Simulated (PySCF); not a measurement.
## Dipole response of Tl (thallium, neutral)

[Xe] 4f14 5d10 6s1 6p2, high-spin 4P determinant (an excited configuration). Calculation: PySCF 2.14, in aug-cc-pVTZ-PP with one added diffuse shell each of d, f type with ECP60MDF (6s5p5d3f, 67 functions); scalar relativity through the core potential. Coupled (time-dependent) response in atomic units; α is the mean over directions.

```tsv
method	mean α (bohr³)	α xx, yy, zz	C₆ (like pair)	S(−4)
UHF	69.49	52.90, 77.79, 77.79	794.4	2022
PBE	80.29	56.68, 92.09, 92.09	927.9	3297
PBE0	74.65	53.80, 85.07, 85.07	854.4	2642
B3LYP	76.46	54.86, 87.26, 87.26	873.1	2886
BHandHLYP	71.54	52.55, 81.04, 81.04	808.5	2369
```

S(−4) is the Cauchy moment in α(ω) = α(0) + S(−4) ω² + …

Spin-orbit coupling is absent.

α(iu) at PBE0:

```json
{"u (hartree)": "0", "α(iu) (bohr³)": "74.65"}
{"u (hartree)": "0.0500", "α(iu) (bohr³)": "68.77"}
{"u (hartree)": "0.100", "α(iu) (bohr³)": "56.71"}
{"u (hartree)": "0.200", "α(iu) (bohr³)": "36.22"}
{"u (hartree)": "0.300", "α(iu) (bohr³)": "24.51"}
{"u (hartree)": "0.500", "α(iu) (bohr³)": "13.77"}
{"u (hartree)": "0.750", "α(iu) (bohr³)": "8.486"}
{"u (hartree)": "1.00", "α(iu) (bohr³)": "5.972"}
{"u (hartree)": "1.50", "α(iu) (bohr³)": "3.550"}
{"u (hartree)": "2.00", "α(iu) (bohr³)": "2.373"}
{"u (hartree)": "3.00", "α(iu) (bohr³)": "1.264"}
{"u (hartree)": "5.00", "α(iu) (bohr³)": "0.5193"}
```

The components differ because the open shell of this determinant is not spherical; for a pure term their mean is the scalar polarisability.

Energies and moments cover only the electrons outside the core potential. Spin-orbit coupling is strong in this species (close to jj coupling), so the high-spin LS determinant is a model state, not a physical level.
